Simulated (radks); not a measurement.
The numbers below are computed, except where a source is named.
The nuclear charge of neutral gadolinium is varied continuously with 64 electrons held in [Xe] 4f7 5d1 6s2. Level of theory: scalar-relativistic Kohn-Sham, PBE, spin-polarised, spherical densities, finite nucleus; open shells are filled with parallel spins first (spin-orbit coupling, left out, can overturn this in heavy ions); Fermi nuclear charge, rms radius 5.1569 fm (a radial shooting solver on a logarithmic mesh with Libxc functionals). By the Hellmann-Feynman theorem dE/dZ = E(electron-nucleus)/Z, the electronic potential at the nucleus (averaged over a nucleus of fixed radius). The scalar-relativistic energy here is not variational (the density holds large components alone), so the two differ by a part that grows with Z.

| Z | E (hartree) | E(electron-nucleus)/Z (hartree) | HOMO | e(HOMO) (eV) | <r> HOMO (bohr) |
|---|---|---|---|---|---|
| 63.75 | -11162.9215 | -427.122 | 5d | -1.207 | 3.008 |
| 64 | -11270.6185 | -429.576 | 5d | -2.955 | 2.741 |
| 64.25 | -11378.9375 | -432.028 | 5d | -4.927 | 2.556 |
| 64.5 | -11487.8780 | -434.477 | 6s | -6.886 | 3.740 |
| 64.75 | -11597.4400 | -436.927 | 6s | -8.625 | 3.587 |
| 65 | -11707.6236 | -439.377 | 6s | -10.469 | 3.452 |

The central difference of E at Z = 64 is -432.032 hartree, to compare with the third column; the second derivative is -9.95 hartree.
